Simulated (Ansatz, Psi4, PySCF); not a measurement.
C4H10O2, charge -1, doublet, at the geometry of the source list (a state made from the parent by changing its charge; the spin is typed, not shown lowest) (in this run its highest filled SCF level lies above zero, so its values depend strongly on the basis, on diffuse functions most of all). Base run: MP2/def2-SVP (PySCF).

Here is a job for PySCF.
```python
from pyscf import gto, scf, mp

mol = gto.M(
    atom='''
C     2.540900    0.444400   -0.008200
O     1.371000   -0.189800    0.435800
C     0.227600    0.170200   -0.311200
C    -0.973100   -0.566900    0.290400
C    -2.257100   -0.243000   -0.461300
O    -1.141400   -0.195200    1.639500
H     2.455200    1.535400    0.069300
H     3.346600    0.094800    0.633800
H     2.762000    0.183600   -1.050400
H     0.064200    1.257100   -0.250400
H     0.356900   -0.106400   -1.367600
H    -0.767400   -1.649000    0.231400
H    -2.455400    0.823400   -0.403200
H    -2.171600   -0.539500   -1.502400
H    -3.085100   -0.773700   -0.002300
H    -0.273400   -0.245600    2.056700
''',
    basis='def2-svp',
    charge=-1,
    spin=1,
    verbose=4,
)

mf = scf.UHF(mol)
mf.kernel()

pt = mp.MP2(mf)
pt.kernel()
print('E(MP2) = %.10f' % pt.e_tot)
```

The same geometry, method and basis name were run in Ansatz (a first-principles code) and Psi4 and PySCF, at each program's defaults and at the settings that a row names. The base is PySCF at its defaults. Differences at the defaults can come from grids, fitting, cores and function types together.

| code and settings | ΔE vs base (mEh) | basis functions | E (Eh) | SCF cycles |
|---|---|---|---|---|
| PySCF, defaults (exact integrals, spherical functions, all electrons correlated) | 0.000 | 134 | -307.58460 | 24 |
| Psi4, defaults (density fitting with its default set, spherical functions, all electrons correlated) | 0.683 | 134 | -307.58392 | 25 |
| Ansatz, defaults (factorised integrals, spherical functions, frozen core) | 17.569 | 134 | -307.56704 | - |
| PySCF, frozen core | 17.563 | 134 | -307.56704 | 24 |
| Psi4, exact integrals, spherical functions, frozen core | 17.563 | 134 | -307.56704 | 25 |
| Ansatz, high accuracy, frozen core | 17.563 | 134 | -307.56704 | - |

Open shells are given as the SCF converged; they aren't shown to be the lowest states, and a large step between rows can be another state.
